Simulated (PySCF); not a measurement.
C2BrCl2F.

```xyz
6

F     -1.9202    -0.7379     0.0000
C     -0.6301    -0.9855     0.0000
Cl    -0.2446    -2.6441     0.0000
C      0.2788     0.0033     0.0000
Cl     1.9596    -0.3006     0.0000
Br    -0.2790     1.7884     0.0000
```

The structure is a stationary point at PBE0-D3(BJ)/def2-SVP. The structure was generated by enumeration; whether it is a known compound was not checked.

Calculation: PBE/pcSseg-1 (PySCF). Non-relativistic, no solvent.

Give the absolute GIAO shielding of each atom: isotropic value and principal components (ppm). (Estimate from the structure and the level; the computed values follow.)


```json
[
 {"atom": "F1", "σ(iso)": "223.0", "σ11": "179.4", "σ22": "228.9", "σ33": "260.8", "span": "81.4"},
 {"atom": "C2", "σ(iso)": "25.4", "σ11": "-49.2", "σ22": "43.5", "σ33": "81.9", "span": "131.1"},
 {"atom": "Cl3", "σ(iso)": "638.1", "σ11": "444.7", "σ22": "556.3", "σ33": "913.4", "span": "468.6"},
 {"atom": "C4", "σ(iso)": "60.6", "σ11": "15.3", "σ22": "70.2", "σ33": "96.1", "span": "80.8"},
 {"atom": "Cl5", "σ(iso)": "629.0", "σ11": "467.4", "σ22": "523.9", "σ33": "895.8", "span": "428.4"},
 {"atom": "Br6", "σ(iso)": "1797.2", "σ11": "1299.2", "σ22": "1433.2", "σ33": "2659.1", "span": "1360.0"}
]
```
